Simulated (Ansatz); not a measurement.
Predict a relaxed structure of (KSH)4 ring (K4H4S4), charge 0, singlet, at r2SCAN-D4/def2-SVP (Ansatz).


```xyz
12

K    -1.056   -3.618    0.137
K    -0.750    0.067   -3.689
K     1.047    3.604   -0.138
K     0.738   -0.079    3.688
S    -1.336   -2.733   -2.733
S     0.235    2.815   -2.934
S     1.382    2.704    2.721
S    -0.290   -2.815    2.941
H    -0.251   -3.355   -3.247
H     1.462    2.759   -3.500
H     0.347    3.371    3.280
H    -1.530   -2.720    3.474
```
 This is one stationary point.

Another isomer (singlet) lies 1.14 eV lower at PBE0-D4/def2-TZVP; other spin states weren't run for this one.
